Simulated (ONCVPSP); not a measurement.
Building the ONCV potential for zirconium (Zr) (Wu-Cohen, scalar-relativistic).

```json
{
 "Element": "Zr (Z = 40)",
 "Generator": "ONCVPSP 4.0.1",
 "Type": "optimised norm-conserving Vanderbilt (ONCV)",
 "Functional": "Wu-Cohen",
 "Relativity": "scalar-relativistic",
 "Frozen core": "[Ar] 3d10",
 "Valence charge": "12",
 "Reference configuration": "4s2 4p6 4d2 5s2",
 "Partial waves": "4s+5s: rc 1.80 bohr, ncon 5, nbas 10, qcut 6.7 1/bohr, 2 projectors; 4p: rc 2.10 bohr, ncon 4, nbas 7, qcut 8.1 1/bohr, 2 projectors, debl 2.9 Ha; 4d: rc 2.10 bohr, ncon 4, nbas 9, qcut 4.3 1/bohr, 2 projectors, debl 2 Ha",
 "Local potential": "polynomial inside 1.45 bohr (lpopt 5, dvloc0 0 Ha)",
 "Core correction": "none"
}
```

All-electron outer shells of the reference configuration (Wu-Cohen, scalar-relativistic, ld1.x):

```
shell  level (eV)  outermost node (bohr)  outermost maximum (bohr)
   3d     -174.74                      –                      0.35
   4s      -54.47                   0.55                      1.08
   4p      -32.43                   0.56                      1.17
   5s       -4.48                   1.47                      3.15
   4d       -3.61                   0.58                      1.61
```

What the tests gave:

```
Cutoffs needed           : 26 Ha and 66 Ha (the cutoffs (Ha) at which the residual kinetic energy of the hardest occupied pseudo-wave falls to 1 and 0.1 mHa per electron)
Ghost test               : no bound ghost flagged; GHOST(+) flagged for s at 206.8 eV, d at 373.5 eV
Largest excitation error : +9.2 meV (all-electron minus pseudo) for 4s2 4p6 4d1 5s0, out of 4 test configurations
```

Generation and tests took about 6.8 s on one core of a shared server CPU.
